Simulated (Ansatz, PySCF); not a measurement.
Cd, singlet (core potentials on Cd). Base run: PySCF with BLYP/def2-SVPD.

Here is a job for PySCF.
```python
from pyscf import gto, scf, dft

mol = gto.M(
    atom='''
Cd    0.00000000    0.00000000    0.00000000
''',
    basis='def2-svpd',
    ecp={'Cd': 'def2-svpd'},
    verbose=3,
)

mf = dft.RKS(mol)
mf.xc = 'blyp'
mf.kernel()
```

The same geometry, method and basis name were run in Ansatz (a first-principles code) and PySCF, at each program's defaults and at the settings that a row names. The base is PySCF at its defaults. Differences at the defaults can come from grids, fitting, cores and function types together.

```
code and settings                                                               ΔE vs base (mEh)  basis functions      E (Eh)  SCF cycles
------------------------------------------------------------------------------  ----------------  ---------------  ----------  ----------
PySCF, defaults (exact integrals, its default grid, spherical functions)                   0.000               34  -167.71049           7
Ansatz, defaults (factorised integrals, its default grid, spherical functions)             0.000               34  -167.71049           -
PySCF, density fitting with def2-universal-jkfit                                          -0.103               34  -167.71059           7
PySCF, fine grid                                                                           0.000               34  -167.71049           7
Ansatz, high accuracy                                                                      0.000               34  -167.71049           -
```
